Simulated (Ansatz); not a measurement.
Ansatz (a first-principles code) input:

Ansatz 0.2 input:
```yaml
crystal:
  periodic: [false, false, false]
  atoms:
    - {symbol: C, position_ang: [-1.72215833, -0.62157948, -0.71721603]}
    - {symbol: C, position_ang: [-0.96812166, -0.43869116, 0.36441190]}
    - {symbol: B, position_ang: [0.47176667, 0.16578953, 0.23504385]}
    - {symbol: O, position_ang: [1.19313094, 0.33036150, 1.35916345]}
    - {symbol: O, position_ang: [0.97611835, 0.51516327, -0.99384337]}
    - {symbol: H, position_ang: [-1.36539344, -0.36046647, -1.70667149]}
    - {symbol: H, position_ang: [-2.72184453, -1.03818453, -0.65383171]}
    - {symbol: H, position_ang: [-1.35228200, -0.70953087, 1.34107249]}
    - {symbol: H, position_ang: [1.86837228, 0.87665996, -0.96152436]}
basis:
  gaussian:
    orbitals: def2-TZVPD
hamiltonian:
  xc: {name: HSE06}
magnetization: {spin_polarized: true, initial_magnetization: 1}
output: {forces: true}
```

Task: Which total energy does the run end on?

Result: -253.72693 Eh (HSE06/def2-TZVPD). The basis has 227 functions.

It need not be the lowest isomer of its formula.
